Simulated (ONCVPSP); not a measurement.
# hafnium, ONCV: configuration errors across variants

```json
{
  "Element": "Hf",
  "Generator": "ONCVPSP 4.0.1",
  "Type": "optimised norm-conserving Vanderbilt (ONCV)",
  "Functional": "PBE",
  "Relativity": "fully relativistic",
  "Frozen core": "[Kr] 4d10 4f14",
  "Valence charge": "12",
  "Reference configuration": "5s2 5p6 5d2 6s2",
  "Partial waves": "5s+6s: rc 1.95 bohr, ncon 3, nbas 7, qcut 5.5 1/bohr, 2 projectors; 5p: rc 1.75 bohr, ncon 4, nbas 7, qcut 7.9 1/bohr, 1 projector; 5d: rc 2.00 bohr, ncon 4, nbas 9, qcut 4.6 1/bohr, 2 projectors, debl 2.4 Ha",
  "Local potential": "polynomial inside 1.40 bohr (lpopt 1, dvloc0 0 Ha)",
  "Core correction": "Teter function, fcfact 4.75, rcfact 1.7"
}
```

Open shells are filled in proportion to 2j + 1.

All-electron excitation energies from the reference (eV): (1) 5s2 5p6 5d2 6s1 7.980; (2) 5s2 5p6 5d2 6s0 22.160; (3) 5s2 5p6 5d2 6s1.5 3.256.

2 further variants failed, have other tests or another functional or relativity, and are left out.

The file “d: rc 1.75, qcut 5.3, nproj 0; local potential the d channel” misses its own reference levels by 0.3 eV.

Errors AE − PS in meV (a dash: test not solved or not reliable):

```csv
change,(1),(2),(3),bound ghosts,GHOST(+) flags above zero
base,-6.4,-47,-1.1,none,"d5/2, d3/2"
"all radii but the core radius scaled by about 0.81 (s 1.58, p 1.42, d 1.62 bohr); local potential polynomial inside 1.14 bohr (lpopt 1, dvloc0 0 Ha)",-5.6,-41,-1.0,none,s
core correction none,+2.7,+21,+0.5,none,"d5/2, d3/2"
"local potential polynomial inside 1.40 bohr (lpopt 1, dvloc0 2 Ha)",-6.4,-47,-1.1,none,d5/2
p: qcut 7,-6.4,-47,-1.1,none,"d5/2, d3/2"
p: qcut 10.9,-6.2,-46,-1.1,none,"d5/2, d3/2"
s: qcut 7.2; p: qcut 10.4; d: qcut 6.1,-5.2,-38,-1.0,none,none
"d: rc 1.75, qcut 5.3, nproj 0; local potential the d channel",-7.5,-51,-1.5,none,s
```

Give the same row for: p: rc 1.34; local potential polynomial inside 1.34 bohr (lpopt 1, dvloc0 0 Ha).

-6.0, -44, -1.1; bound ghosts: none; GHOST(+) flags above zero: d5/2, d3/2.
